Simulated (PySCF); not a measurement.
Sn(H)(Cl)(NH2)2 (ClH₅N₂Sn), SMILES [NH2][SnH]([NH2])[Cl].

Coordinates come from a PBE0-D3(BJ)/def2-SVP optimisation. The structure was generated by enumeration; whether it is a known compound was not checked. The def2 effective core potentials stand for the cores of Sn; spin–orbit coupling is left out. The values are those of a single conformer.

Two levels are set side by side: TDDFT-PBE/def2-SVPD (PySCF) and TDDFT-PBE0/def2-SVPD (PySCF). Vertical, same geometry. The lowest singlet is HOMO→LUMO 89 % with PBE and HOMO→LUMO 91 % with the other functional; states are paired by order. Differences are taken from unrounded values.

| quantity | TDDFT-PBE0 | TDDFT-PBE | TDDFT-PBE minus TDDFT-PBE0 |
|---|---|---|---|
| lowest singlet excitation (eV) | 5.67 | 4.82 | -0.85 |
| lowest triplet excitation (TDA) (eV) | 4.94 | 4.27 | -0.67 |
| first bright state (f over 0.05) (eV) | 5.67 | 5.03 | -0.63 |
| its oscillator strength | 0.06 | 0.08 | 0.02 |

Functionals without exact exchange tend to place singlet excitations lower, as here. Differences between two approximate levels are no errors against the true value.

Rough cost on one machine, each run with all the roots and properties that it gave: TDDFT-PBE0 against TDDFT-PBE about 3 times.
